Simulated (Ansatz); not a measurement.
Be9O9⁻ (started as a model of: (BeO)9 cage of four- and six-membered rings). The state is a doublet with charge -1. Geometry PBE-D4/def2-SVP, that of the neutral singlet; atoms count from 1.

Cartesian coordinates in Å:
```
Be 0.616 2.022 -0.494
O 1.231 1.542 0.896
Be 1.956 0.469 -0.116
O 1.559 1.180 -1.497
Be 0.135 0.582 -1.924
O -0.804 1.669 -1.125
Be -1.715 1.057 -0.031
O -1.442 1.279 1.532
Be 0.106 0.944 1.776
O -0.063 -0.666 2.062
Be -1.522 -0.332 1.512
O -2.099 -0.539 0.041
Be 0.669 -1.582 1.051
O 1.886 -1.066 0.074
O -0.150 -0.940 -1.947
Be -1.151 -1.470 -0.756
O -0.117 -2.459 -0.036
Be 0.906 -1.690 -1.018
```

The highest occupied level of the charge -1 doublet lies above zero (up to 1.40 eV). Energy differences disagree on whether the electron is bound (positive means bound): -0.13 eV (vertical, against the charge 0 singlet, at PBE0-D4/def2-SVP), but 0.22 eV at PBE-D4/def2-SVP.

(1) Estimate the Mulliken populations from the PBE0/def2-SVP orbitals of Ansatz.

(2) Where does the spin sit?

(3) And the Mayer bond orders between heavy atoms (over 0.3)?

Results:

(1) 
| atom | charge (e) | spin (α − β) |
| --- | --- | --- |
| Be1 | 0.78 | 0.18 |
| O2 | -0.74 | -0.02 |
| Be3 | 0.54 | 0.10 |
| O4 | -0.72 | -0.01 |
| Be5 | 0.54 | 0.10 |
| O6 | -0.74 | -0.02 |
| Be7 | 0.54 | 0.10 |
| O8 | -0.72 | -0.01 |
| Be9 | 0.54 | 0.10 |
| O10 | -0.74 | -0.02 |
| Be11 | 0.78 | 0.18 |
| O12 | -0.74 | -0.02 |
| Be13 | 0.54 | 0.10 |
| O14 | -0.74 | -0.02 |
| O15 | -0.74 | -0.02 |
| Be16 | 0.54 | 0.10 |
| O17 | -0.72 | -0.01 |
| Be18 | 0.78 | 0.18 |
Mulliken values depend strongly on the basis.

(2) Summed by element: Be 1.14, O -0.14, of 1 unpaired in all. Largest on single atoms: Be18 0.18, Be1 0.18, Be11 0.18.

(3) Be1–O2 0.56 (1.59 Å); Be1–O4 0.55 (1.61 Å); Be1–O6 0.56 (1.59 Å); O2–Be3 0.64 (1.64 Å); O2–Be9 0.70 (1.55 Å); Be3–O4 0.73 (1.60 Å); Be3–O14 0.70 (1.55 Å); O4–Be5 0.73 (1.60 Å); Be5–O6 0.64 (1.64 Å); Be5–O15 0.70 (1.55 Å); O6–Be7 0.70 (1.55 Å); Be7–O8 0.73 (1.60 Å); Be7–O12 0.64 (1.64 Å); O8–Be9 0.73 (1.60 Å); O8–Be11 0.55 (1.61 Å); Be9–O10 0.64 (1.64 Å); O10–Be11 0.56 (1.59 Å); O10–Be13 0.70 (1.55 Å); Be11–O12 0.56 (1.59 Å); O12–Be16 0.70 (1.55 Å); Be13–O14 0.64 (1.64 Å); Be13–O17 0.73 (1.60 Å); O14–Be18 0.56 (1.59 Å); O15–Be16 0.64 (1.64 Å); O15–Be18 0.56 (1.59 Å); Be16–O17 0.73 (1.60 Å); O17–Be18 0.55 (1.61 Å).
